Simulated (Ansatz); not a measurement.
`[Cl][Sn][Br]` + NH₃ → `[NH2][Sn][Cl]` + HBr at 298.15 K and 1 bar (ligand exchange at the Sn–Br bond).

Gas-phase electronic energies from Ansatz, PBE0-D4/def2-TZVP geometries. CCSD(T)/CBS is the MP2 limit (def2-TZVPP, def2-QZVPP) plus CCSD(T) − MP2 in def2-TZVPP, frozen cores. This one scheme is used for every species. Elements past krypton have def2 core potentials. For Br, Sn outer-core shells are correlated without core-valence functions, which leaves a few kJ/mol of doubt a bond. Scalar relativity is left out up to krypton. Each species was taken in one conformer, which may not be the lowest.

```tsv
species	CCSD(T)/CBS energy (Eh)	H − E (kJ/mol)	S (J/(mol·K))
`[Cl][Sn][Br]`	-3247.23683	18.2	323.1
NH₃	-56.50880	100.5	192.4
`[NH2][Sn][Cl]`	-729.78832	82.9	309.3
HBr	-2573.91920	24.6	198.6
```

H − E and S are ideal-gas, rigid-rotor, harmonic terms from PBE0-D4/def2-TZVP, for one conformer and one mirror image of each species. 1 Eh = 2625.50 kJ/mol, R = 8.31446 J/(mol·K).

Task: By hand: ΔE, ΔH, ΔS and ΔG.

Result: ΔE = (-729.78832) + (-2573.91920) − (-3247.23683) − (-56.50880) = 0.03811 Eh = 100.1 kJ/mol. Δ(H − E) = 82.9 + 24.6 − 18.2 − 100.5 = -11.2, so ΔH = 88.9 kJ/mol. ΔS = 309.3 + 198.6 − 323.1 − 192.4 = -7.6 J/(mol·K). ΔG = 88.9 − 298.15 × (-7.6)/1000 = 91.2 kJ/mol.

Task: By hand: the equilibrium constant, and the temperature at which ΔG would vanish if ΔH and ΔS stayed fixed.

Result: log₁₀ K = −ΔG/(RT ln 10) = -16.0. ΔH and −TΔS have one sign here, so there is no such temperature.

The number of gas molecules stays the same, so ΔS is small and ΔH decides. A doubt of 5 kJ/mol in ΔE shifts log₁₀ K by 0.9 here. Other conformers and mirror images would add mixing entropy, several J/(mol·K) or more a flexible species. These are equilibria of isolated gas molecules and say nothing of rates. Largest T1 diagnostic: 0.016 (customary marks: 0.02 for closed shells, 0.045 for open ones).

ΔS is within the doubt of such terms, so its sign, and with it that verdict, could turn.
